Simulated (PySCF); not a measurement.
# Electron correlation in Tl⁻ (thallium, charge -1)

[Xe] 4f14 5d10 6s2 6p2, high-spin 3P determinant. Calculation: PySCF 2.14, in def2-TZVPPD with the def2 core potential (60 electrons); scalar relativity through the core potential. Frozen: 5s2 5p6 5d10; 4 electrons correlated.

| level | correlation energy (mhartree) |
| --- | --- |
| CCSD | -44.97 |
| (T) | -1.25 |
| CCSD(T) | -46.22 |
| CCSDT | -46.58 |

Diagnostics: T1 = 0.012, D1 = 0.0287, largest double amplitude 0.054.

Task: Is a single reference adequate?

Result: Yes, within this model without spin-orbit coupling: T1 lies below 0.03 and no double amplitude reaches 0.07.

Spin-orbit coupling is strong in this species, so the high-spin LS determinant is a model state.
